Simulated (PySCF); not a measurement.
# PBE0 on Cu⁺ (copper, charge +1)

Configuration: [Ar] 3d10, closed-shell 1S. All numbers are calculated (PySCF 2.14, the non-relativistic Hamiltonian (point nucleus), in pcseg-2 (6s4p3d2f1g, 56 functions)).

| Property | Result |
| --- | --- |
| Total energy | -1639.996 hartree |
| One-electron energy | -2279.646 hartree |
| Hartree (Coulomb) energy | 706.491 hartree |
| Exchange-correlation energy | -66.840 hartree |
| Kinetic energy | 1639.78247 hartree |
| ⟨S²⟩ | 0.0000 |
| ⟨L²⟩ | 0.000 |
| Sum of ⟨r⟩ | 17.79 bohr |
| Sum of ⟨r²⟩ | 19.32 bohr² |
| Density at the nucleus (Gaussians lack the cusp) | 16400 bohr⁻³ |
| Langevin diamagnetic susceptibility | -15.3 ×10⁻⁶ cm³/mol |
| Time after the integrals | 1.4 s of wall time on 1 thread of Neoverse-N1 (shared host) |

| shell | electrons | mean orbital energy (hartree) | rms radius, mean of both spins (bohr) |
| --- | --- | --- | --- |
| 1s | 2 | -323.53508 | 0.0612 |
| 2s | 2 | -39.14501 | 0.259 |
| 2p | 6 | -34.31084 | 0.230 |
| 3s | 2 | -4.62947 | 0.778 |
| 3p | 6 | -3.11155 | 0.823 |
| 3d | 10 | -0.58575 | 1.17 |
